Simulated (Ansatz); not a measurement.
Basis-set extrapolation for C$_{2}$H$_{7}$ClSi$_{2}$, SMILES `[SiH3]C1(Cl)C[SiH2]1` (PBE0-D4/def2-TZVP geometry, frozen core, Ansatz). Multiplicity 1, RHF reference.

|  | def2-TZVPP | def2-QZVPP |
| --- | --- | --- |
| HF | -1117.184244 | -1117.218663 |
| MP2 correlation | -0.778279 | -0.837322 |
| CCSD(T) correlation | -0.878192 | not run |

Energies in hartree. Use E(X) = E(∞) + A·exp(−7.88·√X) for Hartree–Fock and E(X) = E(∞) + B·X^(−2.97) for correlation, with X = 3 and 4, and add CCSD(T) minus MP2 of the smaller set to the MP2 limit.

**Question.** What is the CCSD(T) energy at the basis-set limit?

**Answer.** HF limit: -1117.218663 + (-0.034419) × 0.13774 = -1117.22340. MP2 limit: -0.837322 + (-0.059043) × 0.74074 = -0.88106. Higher-order term: -0.878192 − (-0.778279) = -0.09991. Total: -1118.20437 hartree, 89.1 kcal/mol below CCSD(T)/def2-TZVPP.
